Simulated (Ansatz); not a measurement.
Mulliken charges of FH4NSSi (`N[SiH](F)S`) from r2SCAN/def2-TZVPP in Ansatz (PBE0-D4/def2-TZVP geometry).

```tsv
atom	x (Å)	y (Å)	z (Å)	charge (e)
N1	-0.902	0.956	0.412	-0.448
Si2	0.376	-0.130	0.216	0.702
F3	1.704	0.467	-0.449	-0.320
S4	-0.327	-1.638	-1.101	-0.284
H5	-0.993	1.531	1.233	0.166
H6	-1.457	1.287	-0.359	0.169
H7	0.790	-0.596	1.555	-0.098
H8	0.900	-1.933	-1.562	0.114
```

**Question.** By hand: the dipole of these point charges (1 e Å = 4.8032 D).

**Answer.** Σ q r = (-0.170, 0.106, 0.237) e Å, of length 0.310 e Å = 1.49 D.

**Question.** How does the dipole of the full density compare? (Estimate.)

**Answer.** Ansatz gave: (-0.182, 0.231, 0.134) e Å, 1.55 D; the point charges give 0.96 times that, at 30° from its direction.

Point charges leave out the atoms' own dipoles, such as those of lone pairs, and Mulliken's split depends on the basis, so the two needn't agree.
